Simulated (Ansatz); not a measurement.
Input (CCSDT(Q)/cc-pVDZ; Ansatz, a quantum-chemistry and plane-wave program):

Ansatz 0.2 input:
```yaml
crystal:
  periodic: [false, false, false]
  atoms:
    - {symbol: Se, position_ang: [0.76842276, 0.43573353, 0.56760668]}
    - {symbol: F, position_ang: [0.06997526, 2.00373139, 0.08928494]}
    - {symbol: Ge, position_ang: [-0.75848184, -0.93302117, -0.62019226]}
    - {symbol: H, position_ang: [-0.28435847, -2.33689473, -0.14990424]}
    - {symbol: H, position_ang: [-2.20037353, -0.65495012, -0.10613503]}
basis:
  gaussian:
    orbitals: cc-pVDZ
magnetization: {spin_polarized: true, initial_magnetization: 1}
correlation: {method: ccsdt_q, electrons: outside_noble_gas}
```

Output:

```
Functional definition: HF
integrals: 0.17 GiB planned
1548 factors; integrals over basis functions are off by at most 1.8e-7 eV
mean field: 0.81 GiB planned
mean field evaluation 1: about -124509.3179 eV, gradient 1.7e1 eV
mean field evaluation 2: about -124509.3541 eV, gradient 1.7e1 eV
mean field evaluation 4: about -124511.1546 eV, gradient 2.4e0 eV
mean field evaluation 8: about -124511.3072 eV, gradient 4.8e-1 eV
mean field evaluation 16: about -124511.3204 eV, gradient 2.8e-6 eV
mean field evaluation 32: about -124501.2628 eV, gradient 1.5e1 eV
mean field evaluation 64: about -124509.2577 eV, gradient 2.4e-1 eV
mean field evaluation 96: about -124509.2690 eV, gradient 6.2e-2 eV
mean field -124511.32036567 eV, -4575.7066266340 hartree, gradient 2.8e-6 eV, S^2 0.764970; 1 other end points of the search recorded, 0 dependent functions left out
29 core orbitals not correlated
reference -124511.32036567 eV, -4575.7066266340 hartree; 10, 9 occupied and 39, 40 virtual orbitals, 1548 factors
second order -10.27939085 eV of doubles, -0.00000000 eV of singles
coupled cluster: 2.34 GiB planned
cycle   1  -10.74409922 eV  change   -4.6e-1 eV  update   1.1e-1
cycle   2  -11.19114262 eV  change   -4.5e-1 eV  update   5.3e-2
cycle   3  -11.49391793 eV  change   -3.0e-1 eV  update   3.2e-2
cycle   4  -11.49652599 eV  change   -2.6e-3 eV  update   1.4e-2
cycle   5  -11.48754106 eV  change    9.0e-3 eV  update   1.0e-2
cycle   6  -11.49285352 eV  change   -5.3e-3 eV  update   6.3e-3
cycle   7  -11.49903936 eV  change   -6.2e-3 eV  update   4.4e-3
cycle   8  -11.49805792 eV  change    9.8e-4 eV  update   2.5e-3
cycle   9  -11.49744491 eV  change    6.1e-4 eV  update   1.6e-3
cycle  10  -11.49981166 eV  change   -2.4e-3 eV  update   1.0e-3
cycle  11  -11.49844268 eV  change    1.4e-3 eV  update   7.1e-4
cycle  12  -11.49852510 eV  change   -8.2e-5 eV  update   4.6e-4
cycle  13  -11.49892157 eV  change   -4.0e-4 eV  update   3.0e-4
cycle  14  -11.49887858 eV  change    4.3e-5 eV  update   1.6e-4
cycle  15  -11.49887616 eV  change    2.4e-6 eV  update   1.0e-4
cycle  16  -11.49897672 eV  change   -1.0e-4 eV  update   6.7e-5
cycle  17  -11.49900712 eV  change   -3.0e-5 eV  update   3.8e-5
cycle  18  -11.49900280 eV  change    4.3e-6 eV  update   2.6e-5
cycle  19  -11.49901289 eV  change   -1.0e-5 eV  update   1.5e-5
cycle  20  -11.49901864 eV  change   -5.8e-6 eV  update   9.5e-6
cycle  21  -11.49901388 eV  change    4.8e-6 eV  update   6.2e-6
cycle  22  -11.49901084 eV  change    3.0e-6 eV  update   4.3e-6
cycle  23  -11.49901213 eV  change   -1.3e-6 eV  update   3.0e-6
cycle  24  -11.49901052 eV  change    1.6e-6 eV  update   2.2e-6
cycle  25  -11.49900968 eV  change    8.4e-7 eV  update   1.7e-6
perturbative correction -0.03047419 eV, -0.0011199059 hartree
Total energy: -124522.84984953 eV, -4576.1303273512 hartree
```
